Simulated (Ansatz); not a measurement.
Species: SiBr₃, charge -1, multiplicity 1. It need not be the lowest isomer of its formula. Whether it binds its extra electron was not tested at this geometry. 
Geometry from a B3LYP-D3(BJ)/def2-TZVP (Ansatz, an electronic-structure program) optimisation:
```xyz
4

Si     0.0169    -0.0350     1.0232
Br     2.0940    -0.2796    -0.1808
Br    -0.8031     1.9615    -0.0562
Br    -1.2977    -1.6679    -0.1722
```
Charge -1, spin multiplicity 1.

Basis-set convergence of Hartree-Fock and CCSD(T) correlation energies (hartree) with Ansatz. Valence correlation only, unless marked. No spin-orbit coupling. Frozen are the shells of the preceding noble gas and the d and f shells that filled before the atom's block. Non-relativistic.

```json
[
 {"basis": "def2-SVPD", "functions": "147", "E(HF)": "-8005.34873", "E(corr, CCSD(T))": "-0.53074"},
 {"basis": "def2-TZVPPD", "functions": "219", "E(HF)": "-8006.38667", "E(corr, CCSD(T))": "-0.67879"},
 {"basis": "def2-QZVPPD", "functions": "370", "E(HF)": "-8006.54133", "E(corr, CCSD(T))": "-0.74320"}
]
```

Extrapolating the two largest sets (X = 3 and 4) as X^-3: E(corr) = (64·(-0.74320) - 27·(-0.67879))/37 = -0.7902 Eh, an estimate of the basis-set limit. The largest set recovers 94.1 % of it, the smallest 67.2 %.
